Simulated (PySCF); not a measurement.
# What a mistake does to a calculation on BClFH2N

All numbers below are calculated, not measured. They come from PySCF 2.14.0, an open-source quantum chemistry program, on an isolated molecule that a program drew, which may never have been made. The molecule is BClFH2N (charge 0, singlet), drawn as the SMILES string `NB(F)Cl`.

Each row is a Hartree-Fock (HF) and frozen-core CCSD(T) single point in the cc-pV(D+d)Z basis, meant for a local HF minimum. Run 1 is clean. Each other run has one planted mistake out of seven kinds, and not every kind appears here: one electron removed, one electron added, multiplicity raised by two, geometry at a saddle point, minimal basis STO-3G, one bond length entered in bohr, all coordinates scaled. The reference is restricted for singlets and unrestricted otherwise, and also for a bond in bohr. Adding or removing an electron swaps singlet and doublet. Electrons count all cores. HOMO and LUMO are orbital energies over both spins, the gradient is its largest component, and the lowest frequency (negative if imaginary) is given only where the gradient is small. Bond lengths are over the 5 bonds as drawn. T1 is the CCSD diagnostic: over 0.02 (restricted) or 0.045 (unrestricted) a single reference is doubtful.

Geometry of the clean run:
```xyz
6
BClFH2N, angstrom
N    -1.4969    2.1335    2.0414
B    -0.8984    1.8053    0.8394
F    -0.3815    2.7486    0.0573
Cl   -0.7896    0.1236    0.2821
H    -1.5582    3.0799    2.3552
H    -1.8944    1.4533    2.6523
```

| run | electrons | basis functions | <S^2> | HOMO (eV) | LUMO (eV) | gradient (hartree/bohr) | lowest frequency (cm^-1) | mean bond (Å) | longest bond (Å) | T1 | HF (hartree) | CCSD(T) (hartree) | mistake |
|---|---|---|---|---|---|---|---|---|---|---|---|---|---|
| 1 | 40 | 75 | 0.000 | -11.94 | 4.83 | 2.7e-05 | 340 | 1.2966 | 1.775 | 0.0114 | -639.41282 | -640.02722 | no fault |
| 2 | 40 | 75 | 2.007 | -2.92 | -1.54 | 1.0e-01 | - | 1.2966 | 1.775 | 0.0220 | -639.13588 | -639.73010 | multiplicity raised by two |
| 3 | 40 | 75 | 0.000 | -11.90 | 5.34 | 1.3e-01 | - | 1.1747 | 1.608 | 0.0092 | -639.33181 | -639.93290 | all coordinates scaled |
| 4 | 39 | 75 | 0.761 | -18.31 | -8.37 | 1.4e-01 | - | 1.2966 | 1.775 | 0.0414 | -639.04306 | -639.62953 | ? |

**Which mistake was planted in run 4, and what did it cost?**

It counts 39 electrons, one fewer than the clean run, at the same geometry and basis. So the mistake is: one electron removed. Subtracting run 1 and multiplying by 627.51 kcal/mol a hartree, the energy moved by 232.0 kcal/mol in HF and 249.6 kcal/mol in CCSD(T).

